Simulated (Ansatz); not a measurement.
Born–Oppenheimer molecular dynamics of CLiS2 (4 atoms, charge 1, multiplicity 1). It starts from a relaxed structure.

Level of theory: UKS B3LYP/STO-3G in Ansatz 0.2.0.

| Quantity | Value |
| --- | --- |
| ensemble | NVT, Langevin thermostat |
| time step | 2 fs |
| steps asked | 400 |
| set temperature | 1500 K |
| friction | 0.02 /fs |
| seed | 839228 |

First frame:

```xyz
4
Properties=species:S:1:pos:R:3
Li 0.017 -0.083 -2.244
S -0.722 -0.892 -0.347
C 0.043 0.085 0.715
S 0.662 0.891 1.875
```

(1) How far do the bonds stretch over the last three quarters of this one trajectory? (Pairs bonded in most of those frames.)

Results:

(1) 
| bond | mean (Å) | spread (Å) | shortest | longest |
| --- | --- | --- | --- | --- |
| Li1–S2 | 2.420 | 0.273 | 2.05 | 3.08 |
| Li1–C3 | 2.190 | 0.170 | 1.78 | 2.55 |
| S2–C3 | 1.627 | 0.058 | 1.51 | 1.76 |
| C3–S4 | 1.594 | 0.052 | 1.47 | 1.70 |

Mean temperature of the second half: 1520 K. A run of 0.8 ps of so small a system gives no equilibrium averages. The orbitals stay closed-shell, which can raise the energy where a bond breaks towards radicals; this wasn't checked here. Limits of this set-up: minimal basis, the dipole of an ion depends on the origin.

Run time: 8.3 min on 1 thread of Arm Neoverse V2, on a shared host, peak memory 0.1 GiB.
